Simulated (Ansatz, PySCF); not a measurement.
Species: CH2S (charge 0, singlet). SMILES: C=S
Geometry: optimised at B3LYP-D3(BJ)/def2-TZVP (Ansatz, a program for electronic structure).

Quantity: vertical ionisation energy (to the doublet state of charge +1; each state is the SCF solution reached for its spin; the UHF <S^2> is 0.97 for the doublet (pure: 0.75); for the doublet T1 is 0.047; for the singlet the Hartree-Fock reference is unstable and T1 is 0.017), in eV. Correlated levels leave the core frozen unless marked. UHF or UKS for open shells. No spin-orbit coupling. Non-relativistic. CBS(X,Y): correlation extrapolated as X^-3; Hartree-Fock from the larger set.

CCSD(T)/CBS(def2-TZVPPD,def2-QZVPPD) (Ansatz) gives 9.46 eV.

Problem. Another calculation gave 9.14 eV. Which level was it?
A) M06-2X/def2-TZVPD (PySCF)
B) BHLYP/def2-TZVPD (Ansatz)
C) PBE/def2-TZVPD (Ansatz)

Solution. B, BHLYP/def2-TZVPD (Ansatz). The others give 9.25 (PBE), 9.40 (M06-2X) eV.
